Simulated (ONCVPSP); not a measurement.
**What one change does to a pseudopotential (Ho, ONCV)**

```json
{
  "Element": "holmium",
  "Generator": "ONCVPSP 4.0.1",
  "Type": "optimised norm-conserving Vanderbilt (ONCV)",
  "Functional": "PBE",
  "Relativity": "scalar-relativistic",
  "Frozen core": "[Kr] 4d10 4f10",
  "Valence charge": "11",
  "Reference configuration": "5s2 5p6 5d1 6s2",
  "Partial waves": "5s+6s: rc 2.30 bohr, ncon 5, nbas 8, qcut 6.6 1/bohr, 2 projectors; 5p: rc 1.50 bohr, ncon 5, nbas 9, qcut 5.3 1/bohr, 1 projector; 5d: rc 3.05 bohr, ncon 4, nbas 9, qcut 6.1 1/bohr, 1 projector",
  "Local potential": "polynomial inside 1.40 bohr (lpopt 2, dvloc0 -1 Ha)",
  "Core correction": "Teter function fitted to the true core (icmod 2), fcfact 0.25"
}
```

Change: s: qcut 4.4.

Cutoffs: the cutoffs (Ha) at which the residual kinetic energy of the hardest occupied pseudo-wave falls to 1 and 0.1 mHa per electron; they do not see the model core or the augmentation charge, which bear on the density cutoff. Errors are all-electron minus pseudo energies relative to the spin-unpolarised reference configuration.

**Question.** How do hardness, ghosts and transferability respond?

**Answer.** The potential gets neither clearly harder nor softer (85 Ha and 111 Ha → 85 Ha and 111 Ha); the p channel sets the loose cutoff, while the largest relative change is in s, which becomes softer; of the 3 tests that both files solve, the error grows in 2 and shrinks in 1 by more than 15 % and 0.3 meV (median size 7.0 → 3.0 meV); neither file shows a bound ghost.

| quantity | base | changed |
| --- | --- | --- |
| cutoff, loose | 85 Ha | 85 Ha |
| cutoff, tight | 111 Ha | 111 Ha |
| loose cutoff by channel | s 14 Ha, p 85 Ha, d 9.0 Ha | s 8.8 Ha, p 85 Ha, d 9.0 Ha |
| bound ghosts | none | none |
| GHOST(+) flags under 300 eV | none | none |
| tests counted as reliable (solved cleanly; for ONCVPSP, near-neutral configurations with less than one 5d electron left out) | 3 of 4 | 3 of 4 |
| error for 5s2 5p6 5d1 6s1, meV [ΔE 6.94 eV] | -0.3 | -0.9 |
| error for 5s2 5p6 5d1 6s0, meV [ΔE 19.54 eV] | +7.0 | +3.0 |
| error for 5s2 5p6 5d2 6s1, meV [ΔE 2.28 eV] | -7.5 | -9.1 |
| s: phases at 2.33 bohr within 0.05 rad from the reference energy up to (Ha; the scan ends near 5) | 4.4 | 3.6 |
| p: phases at 1.52 bohr within 0.05 rad from the reference energy up to (Ha; the scan ends near 5) | 2.5 | 2.5 |
| d: phases at 3.09 bohr within 0.05 rad from the reference energy up to (Ha; the scan ends near 5) | 3.4 | 3.4 |
| rms error of d²Exc/dni dnj with the model core, mHa | 1.15 | 1.45 |
